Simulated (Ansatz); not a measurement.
Geometry optimisation of Ga₄O₉H₆.

```yaml
crystal:
  periodic: [false, false, false]
  atoms:
    - {symbol: Ga, position_ang: [2.243720, 0.574560, -1.301050]}
    - {symbol: Ga, position_ang: [-1.576740, -2.264920, -0.046720]}
    - {symbol: Ga, position_ang: [1.045540, 2.774620, -0.256520]}
    - {symbol: Ga, position_ang: [-0.185370, 0.288800, 1.305590]}
    - {symbol: O, position_ang: [1.871230, 2.335030, -1.725470]}
    - {symbol: O, position_ang: [-0.068790, -1.471380, 0.963700]}
    - {symbol: O, position_ang: [-1.533840, 0.869650, 2.228140]}
    - {symbol: O, position_ang: [0.892750, -0.567040, -1.759910]}
    - {symbol: O, position_ang: [0.324450, 4.255060, 0.309790]}
    - {symbol: O, position_ang: [1.341930, -1.925880, -1.527310]}
    - {symbol: O, position_ang: [1.157780, 1.258250, 0.758060]}
    - {symbol: O, position_ang: [-2.946890, -1.502240, 0.810640]}
    - {symbol: O, position_ang: [-1.151520, -3.267430, -1.292910]}
    - {symbol: H, position_ang: [-2.242410, 0.213530, 2.231690]}
    - {symbol: H, position_ang: [0.634440, -1.624710, 0.312800]}
    - {symbol: H, position_ang: [3.614480, 0.020570, -1.004020]}
    - {symbol: H, position_ang: [-0.101160, 4.234260, 1.169450]}
    - {symbol: H, position_ang: [0.507070, -2.436720, -1.711400]}
    - {symbol: H, position_ang: [-3.826660, -1.764020, 0.535450]}
basis:
  gaussian: {orbitals: def2-SVP}
hamiltonian: {xc: r2scan, dispersion: d4}
scf: {lower_state_search: "off"}
output: {orbitals: {seedname: orbitals}}
relax: {f_tol: 0.03, max_steps: 70}
```

```sh
$ ansatz run in.yaml --threads 4 --pin off --events-out ev --progress --plain --max-ram 6963MiB
```

Output, abridged:

```
Functional definition: r2SCAN
mean field -227986.96287517 eV, -8378.3663505489 hartree, gradient 6.3e-7 eV, S^2 0.000000; 0 other end points of the search recorded, 0 dependent functions left out
relax step   1: F+E_penalty+E_count = -227987.17013871 eV  Δ(F+E_penalty+E_count) = +0.000e0 eV  max|allowed force component| = 1.036e0 eV/Å  Δτ_max = 0.0000 Å  (25 SCF iters, accepted)
mean field -227987.39709582 eV, -8378.3823078632 hartree, gradient 1.4e-6 eV, S^2 0.000000; 0 other end points of the search recorded, 0 dependent functions left out
relax step   2: F+E_penalty+E_count = -227987.60577786 eV  Δ(F+E_penalty+E_count) = -4.356e-1 eV  max|allowed force component| = 6.774e-1 eV/Å  Δτ_max = 0.1949 Å  (28 SCF iters, accepted)
mean field -227987.56411393 eV, -8378.3884456656 hartree, gradient 3.7e-6 eV, S^2 0.000000; 0 other end points of the search recorded, 0 dependent functions left out
relax step   3: F+E_penalty+E_count = -227987.77457052 eV  Δ(F+E_penalty+E_count) = -1.688e-1 eV  max|allowed force component| = 5.999e-1 eV/Å  Δτ_max = 0.1902 Å  (23 SCF iters, accepted)
mean field -227987.67923629 eV, -8378.3926763343 hartree, gradient 3.2e-6 eV, S^2 0.000000; 0 other end points of the search recorded, 0 dependent functions left out
relax step   4: F+E_penalty+E_count = -227987.89027155 eV  Δ(F+E_penalty+E_count) = -1.157e-1 eV  max|allowed force component| = 8.564e-1 eV/Å  Δτ_max = 0.1528 Å  (22 SCF iters, accepted)
mean field -227987.82136282 eV, -8378.3978993878 hartree, gradient 2.6e-6 eV, S^2 0.000000; 0 other end points of the search recorded, 0 dependent functions left out
relax step   5: F+E_penalty+E_count = -227988.03318797 eV  Δ(F+E_penalty+E_count) = -1.429e-1 eV  max|allowed force component| = 1.256e0 eV/Å  Δτ_max = 0.1941 Å  (28 SCF iters, accepted)
mean field -227988.08313070 eV, -8378.4075191800 hartree, gradient 2.7e-6 eV, S^2 0.000000; 0 other end points of the search recorded, 0 dependent functions left out
relax step   6: F+E_penalty+E_count = -227988.29526875 eV  Δ(F+E_penalty+E_count) = -2.621e-1 eV  max|allowed force component| = 8.104e-1 eV/Å  Δτ_max = 0.1969 Å  (28 SCF iters, accepted)
mean field -227988.45721780 eV, -8378.4212666275 hartree, gradient 2.3e-6 eV, S^2 0.000000; 0 other end points of the search recorded, 0 dependent functions left out
relax step   7: F+E_penalty+E_count = -227988.66945124 eV  Δ(F+E_penalty+E_count) = -3.742e-1 eV  max|allowed force component| = 1.653e0 eV/Å  Δτ_max = 0.1967 Å  (28 SCF iters, accepted)
mean field -227988.71921779 eV, -8378.4308949496 hartree, gradient 1.6e-6 eV, S^2 0.000000; 0 other end points of the search recorded, 0 dependent functions left out
relax step   8: F+E_penalty+E_count = -227988.93095134 eV  Δ(F+E_penalty+E_count) = -2.615e-1 eV  max|allowed force component| = 1.225e0 eV/Å  Δτ_max = 0.1955 Å  (28 SCF iters, accepted)
mean field -227988.91528703 eV, -8378.4381003612 hartree, gradient 1.4e-6 eV, S^2 0.000000; 0 other end points of the search recorded, 0 dependent functions left out
relax step   9: F+E_penalty+E_count = -227989.12602169 eV  Δ(F+E_penalty+E_count) = -1.951e-1 eV  max|allowed force component| = 1.281e0 eV/Å  Δτ_max = 0.1939 Å  (22 SCF iters, accepted)
mean field -227989.17020381 eV, -8378.4474683802 hartree, gradient 2.1e-6 eV, S^2 0.000000; 0 other end points of the search recorded, 0 dependent functions left out
relax step  10: F+E_penalty+E_count = -227989.37974517 eV  Δ(F+E_penalty+E_count) = -2.537e-1 eV  max|allowed force component| = 6.069e-1 eV/Å  Δτ_max = 0.1916 Å  (22 SCF iters, accepted)
mean field -227989.31351371 eV, -8378.4527349218 hartree, gradient 2.1e-6 eV, S^2 0.000000; 0 other end points of the search recorded, 0 dependent functions left out
relax step  11: F+E_penalty+E_count = -227989.52286986 eV  Δ(F+E_penalty+E_count) = -1.431e-1 eV  max|allowed force component| = 4.753e-1 eV/Å  Δτ_max = 0.2000 Å  (22 SCF iters, accepted)
mean field -227989.36554837 eV, -8378.4546471601 hartree, gradient 2.7e-6 eV, S^2 0.000000; 0 other end points of the search recorded, 0 dependent functions left out
relax step  12: F+E_penalty+E_count = -227989.57434757 eV  Δ(F+E_penalty+E_count) = -5.148e-2 eV  max|allowed force component| = 5.543e-1 eV/Å  Δτ_max = 0.1743 Å  (20 SCF iters, accepted)
mean field -227989.43154515 eV, -8378.4570724972 hartree, gradient 1.7e-6 eV, S^2 0.000000; 0 other end points of the search recorded, 0 dependent functions left out
relax step  13: F+E_penalty+E_count = -227989.64100959 eV  Δ(F+E_penalty+E_count) = -6.666e-2 eV  max|allowed force component| = 3.348e-1 eV/Å  Δτ_max = 0.2000 Å  (21 SCF iters, accepted)
mean field -227989.49149817 eV, -8378.4592757298 hartree, gradient 1.6e-6 eV, S^2 0.000000; 0 other end points of the search recorded, 0 dependent functions left out
relax step  14: F+E_penalty+E_count = -227989.70109697 eV  Δ(F+E_penalty+E_count) = -6.009e-2 eV  max|allowed force component| = 8.839e-1 eV/Å  Δτ_max = 0.1961 Å  (22 SCF iters, accepted)
mean field -227989.60060097 eV, -8378.4632851838 hartree, gradient 2.2e-6 eV, S^2 0.000000; 0 other end points of the search recorded, 0 dependent functions left out
relax step  15: F+E_penalty+E_count = -227989.81041748 eV  Δ(F+E_penalty+E_count) = -1.093e-1 eV  max|allowed force component| = 2.991e-1 eV/Å  Δτ_max = 0.1935 Å  (21 SCF iters, accepted)
mean field -227989.73114259 eV, -8378.4680824999 hartree, gradient 2.8e-6 eV, S^2 0.000000; 0 other end points of the search recorded, 0 dependent functions left out
relax step  16: F+E_penalty+E_count = -227989.94101188 eV  Δ(F+E_penalty+E_count) = -1.306e-1 eV  max|allowed force component| = 5.942e-1 eV/Å  Δτ_max = 0.1940 Å  (21 SCF iters, accepted)
mean field -227989.84613809 eV, -8378.4723085066 hartree, gradient 2.2e-6 eV, S^2 0.000000; 0 other end points of the search recorded, 0 dependent functions left out
relax step  17: F+E_penalty+E_count = -227990.05620865 eV  Δ(F+E_penalty+E_count) = -1.152e-1 eV  max|allowed force component| = 4.289e-1 eV/Å  Δτ_max = 0.1904 Å  (22 SCF iters, accepted)
mean field -227989.88139967 eV, -8378.4736043459 hartree, gradient 1.3e-6 eV, S^2 0.000000; 0 other end points of the search recorded, 0 dependent functions left out
relax step  18: F+E_penalty+E_count = -227990.09076203 eV  Δ(F+E_penalty+E_count) = -3.455e-2 eV  max|allowed force component| = 3.809e-1 eV/Å  Δτ_max = 0.1996 Å  (21 SCF iters, accepted)
mean field -227989.90495204 eV, -8378.4744698794 hartree, gradient 3.0e-6 eV, S^2 0.000000; 0 other end points of the search recorded, 0 dependent functions left out
relax step  19: F+E_penalty+E_count = -227990.11350022 eV  Δ(F+E_penalty+E_count) = -2.274e-2 eV  max|allowed force component| = 3.229e-1 eV/Å  Δτ_max = 0.1911 Å  (20 SCF iters, accepted)
mean field -227989.93084204 eV, -8378.4754213194 hartree, gradient 2.0e-6 eV, S^2 0.000000; 0 other end points of the search recorded, 0 dependent functions left out
[...]
mean field -227990.11399657 eV, -8378.4821521242 hartree, gradient 1.7e-6 eV, S^2 0.000000; 0 other end points of the search recorded, 0 dependent functions left out
relax step  41: F+E_penalty+E_count = -227990.31628145 eV  Δ(F+E_penalty+E_count) = -6.504e-3 eV  max|allowed force component| = 1.729e-1 eV/Å  Δτ_max = 0.0871 Å  (21 SCF iters, accepted)
mean field -227990.12267897 eV, -8378.4824711965 hartree, gradient 2.6e-6 eV, S^2 0.000000; 0 other end points of the search recorded, 0 dependent functions left out
relax step  42: F+E_penalty+E_count = -227990.32448010 eV  Δ(F+E_penalty+E_count) = -8.199e-3 eV  max|allowed force component| = 5.856e-1 eV/Å  Δτ_max = 0.1950 Å  (26 SCF iters, accepted)
mean field -227990.13795461 eV, -8378.4830325660 hartree, gradient 1.4e-6 eV, S^2 0.000000; 0 other end points of the search recorded, 0 dependent functions left out
relax step  43: F+E_penalty+E_count = -227990.34021836 eV  Δ(F+E_penalty+E_count) = -1.574e-2 eV  max|allowed force component| = 4.296e-1 eV/Å  Δτ_max = 0.0855 Å  (21 SCF iters, accepted)
mean field -227990.13682820 eV, -8378.4829911711 hartree, gradient 2.6e-6 eV, S^2 0.000000; 0 other end points of the search recorded, 0 dependent functions left out
relax step  44: F+E_penalty+E_count = -227990.34015062 eV  Δ(F+E_penalty+E_count) = +6.775e-5 eV  max|allowed force component| = 3.987e-1 eV/Å  Δτ_max = 0.1999 Å  (26 SCF iters, rejected (line search))
mean field -227990.15848291 eV, -8378.4837869672 hartree, gradient 1.3e-6 eV, S^2 0.000000; 0 other end points of the search recorded, 0 dependent functions left out
relax step  45: F+E_penalty+E_count = -227990.36103913 eV  Δ(F+E_penalty+E_count) = -2.082e-2 eV  max|allowed force component| = 1.826e-1 eV/Å  Δτ_max = 0.0974 Å  (21 SCF iters, accepted)
mean field -227990.16657088 eV, -8378.4840841946 hartree, gradient 2.6e-6 eV, S^2 0.000000; 0 other end points of the search recorded, 0 dependent functions left out
relax step  46: F+E_penalty+E_count = -227990.36929300 eV  Δ(F+E_penalty+E_count) = -8.254e-3 eV  max|allowed force component| = 1.539e-1 eV/Å  Δτ_max = 0.1000 Å  (20 SCF iters, accepted)
mean field -227990.17396377 eV, -8378.4843558782 hartree, gradient 2.4e-6 eV, S^2 0.000000; 0 other end points of the search recorded, 0 dependent functions left out
relax step  47: F+E_penalty+E_count = -227990.37732839 eV  Δ(F+E_penalty+E_count) = -8.035e-3 eV  max|allowed force component| = 3.016e-1 eV/Å  Δτ_max = 0.1474 Å  (20 SCF iters, accepted)
mean field -227990.17976791 eV, -8378.4845691766 hartree, gradient 2.4e-6 eV, S^2 0.000000; 0 other end points of the search recorded, 0 dependent functions left out
relax step  48: F+E_penalty+E_count = -227990.38361012 eV  Δ(F+E_penalty+E_count) = -6.282e-3 eV  max|allowed force component| = 1.857e-1 eV/Å  Δτ_max = 0.0820 Å  (20 SCF iters, accepted)
mean field -227990.18411574 eV, -8378.4847289561 hartree, gradient 1.7e-6 eV, S^2 0.000000; 0 other end points of the search recorded, 0 dependent functions left out
relax step  49: F+E_penalty+E_count = -227990.38862565 eV  Δ(F+E_penalty+E_count) = -5.016e-3 eV  max|allowed force component| = 6.130e-2 eV/Å  Δτ_max = 0.1128 Å  (21 SCF iters, accepted)
mean field -227990.18610356 eV, -8378.4848020072 hartree, gradient 2.2e-6 eV, S^2 0.000000; 0 other end points of the search recorded, 0 dependent functions left out
relax step  50: F+E_penalty+E_count = -227990.39118643 eV  Δ(F+E_penalty+E_count) = -2.561e-3 eV  max|allowed force component| = 1.118e-1 eV/Å  Δτ_max = 0.1233 Å  (20 SCF iters, accepted)
mean field -227990.18714965 eV, -8378.4848404505 hartree, gradient 2.7e-6 eV, S^2 0.000000; 0 other end points of the search recorded, 0 dependent functions left out
relax step  51: F+E_penalty+E_count = -227990.39246041 eV  Δ(F+E_penalty+E_count) = -1.274e-3 eV  max|allowed force component| = 7.238e-2 eV/Å  Δτ_max = 0.0467 Å  (21 SCF iters, accepted)
mean field -227990.18759335 eV, -8378.4848567560 hartree, gradient 2.4e-6 eV, S^2 0.000000; 0 other end points of the search recorded, 0 dependent functions left out
relax step  52: F+E_penalty+E_count = -227990.39314715 eV  Δ(F+E_penalty+E_count) = -6.867e-4 eV  max|allowed force component| = 3.670e-2 eV/Å  Δτ_max = 0.0425 Å  (21 SCF iters, accepted)
mean field -227990.18778064 eV, -8378.4848636389 hartree, gradient 2.4e-6 eV, S^2 0.000000; 0 other end points of the search recorded, 0 dependent functions left out
relax step  53: F+E_penalty+E_count = -227990.39342768 eV  Δ(F+E_penalty+E_count) = -2.805e-4 eV  max|allowed force component| = 2.634e-2 eV/Å  Δτ_max = 0.0413 Å  (21 SCF iters, accepted)
Total energy: -227990.39344824 eV, -8378.4924217838 hartree
Atom 0 at     2.554206     0.694409    -0.383361 Å, force    -0.004799    -0.005869     0.001137 eV/Å
Atom 1 at    -1.867822    -2.402780     0.815790 Å, force     0.018252    -0.004681     0.012656 eV/Å
Atom 2 at     0.928343     2.787953     0.035325 Å, force    -0.001835     0.006088    -0.004310 eV/Å
Atom 3 at    -0.132285     0.209556     0.674186 Å, force    -0.001180     0.001263     0.007456 eV/Å
Atom 4 at     2.088776     2.225708    -1.226610 Å, force    -0.001259     0.001443     0.004185 eV/Å
Atom 5 at    -1.305526    -0.842259     1.466494 Å, force    -0.008587     0.003478    -0.006624 eV/Å
Atom 6 at    -0.786189     1.807471    -0.118751 Å, force     0.001827     0.003375     0.008932 eV/Å
Atom 7 at     1.041868    -0.677560    -0.603606 Å, force     0.005987     0.005124     0.003081 eV/Å
Atom 8 at     0.671403     4.432603     0.649997 Å, force     0.002374     0.000807     0.001061 eV/Å
Atom 9 at     0.511651    -1.056451    -1.897641 Å, force    -0.014619     0.015482    -0.008573 eV/Å
Atom 10 at     1.377488     1.179917     1.122058 Å, force    -0.002712     0.002815    -0.004039 eV/Å
Atom 11 at    -2.733680    -3.500761     1.898438 Å, force    -0.006944    -0.002666     0.000234 eV/Å
Atom 12 at    -1.578661    -2.836418    -0.885847 Å, force    -0.005026    -0.005381    -0.007755 eV/Å
Atom 13 at    -1.540630     1.955999    -0.701602 Å, force     0.000631    -0.002591    -0.003701 eV/Å
Atom 14 at     0.953058    -1.915957    -2.016090 Å, force     0.010725    -0.026344    -0.007223 eV/Å
Atom 15 at     3.879964    -0.080964    -0.301446 Å, force     0.005315    -0.001947     0.002230 eV/Å
Atom 16 at     0.046916     4.464721     1.386083 Å, force    -0.000358    -0.000063     0.000492 eV/Å
Atom 17 at    -1.108638    -2.131127    -1.362691 Å, force     0.000199     0.005907     0.000819 eV/Å
Atom 18 at    -3.000233    -4.314071     1.449277 Å, force     0.002010     0.003760    -0.000058 eV/Å
Dipole moment:    -0.398836    -0.513028    -0.260997 e Å
Checks for a lower state left out: stability, starts, cluster_reference, orbital_swaps, neighbouring_geometries, increment
```

Run time 13 min (4 threads of Arm Neoverse V1 on a shared host), peak host memory 0.74 GiB.

The structure holds one bond between oxygen atoms, so isomers without such links may lie far lower. Another isomer (singlet) lies 0.77 eV lower at PBE0-D4/def2-SVP; other spin states weren't run for this one.
